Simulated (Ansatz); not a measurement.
Basis sets compared for Ti(OH)Cl3 (TiCl3OH). The state is a singlet with charge 0. Geometry r2SCAN-D4/def2-SVP. Ansatz on 4 threads of Arm Neoverse V2 on a shared host; times are rough, and most runs start from earlier orbitals.

```csv
atom,x (Å),y (Å),z (Å)
Ti1,-0.110,0.128,-0.336
O2,0.394,-0.464,1.207
H3,0.677,-0.788,2.070
Cl4,1.401,-0.379,-1.831
Cl5,-0.346,2.298,-0.234
Cl6,-2.016,-0.796,-0.875
```

The 6-31G sets use Cartesian d functions. B3LYP takes the VWN-RPA correlation.

Binding counts from free atoms (Ti triplet, O triplet, H doublet, Cl doublet) in the same basis, without a counterpoise term.

```tsv
level	functions	energy (Eh)	HOMO (eV)	LUMO (eV)	binding per atom (eV)	wall time
HF/STO-3G	51	-2278.3966	-10.75	5.58	4.24	0.2 s
HF/6-31G	79	-2302.3972	-12.67	-0.02	2.10	0.5 s
HF/def2-TZVP	193	-2302.6689	-12.43	0.83	2.40	2.3 s
PBE-D4/def2-SVP	104	-2304.7158	-7.58	-3.78	4.17	0.9 s
PBE-D4/def2-TZVP	193	-2305.4011	-7.83	-3.97	–	1.6 s
r2SCAN-D4/def2-TZVP	193	-2306.1006	-8.21	-4.00	–	4 s
B3LYP-D4/6-31G	79	-2306.0604	-9.01	-3.62	3.67	1.3 s
B3LYP-D4/def2-TZVP	193	-2306.3113	-8.91	-3.39	3.83	2.5 s
PBE0-D4/def2-SVP	104	-2304.8238	-9.04	-3.15	3.86	1.4 s
PBE0-D4/def2-TZVP (with forces)	193	-2305.5046	-9.20	-3.17	3.85	3.8 s
```

(1) Estimate the rows for PBE-D4/def2-TZVPD, r2SCAN-D4/def2-TZVPD, PBE0-D4/def2-TZVPD.

Results:

(1) 
| level | functions | energy (Eh) | HOMO (eV) | LUMO (eV) | binding per atom (eV) | wall time |
| --- | --- | --- | --- | --- | --- | --- |
| PBE-D4/def2-TZVPD | 235 | -2305.4040 | -7.88 | -4.04 | – | 2.5 s |
| r2SCAN-D4/def2-TZVPD | 235 | -2306.1028 | -8.23 | -4.02 | – | 5.5 s |
| PBE0-D4/def2-TZVPD | 235 | -2305.5071 | -9.23 | -3.21 | 3.85 | 4.2 s |
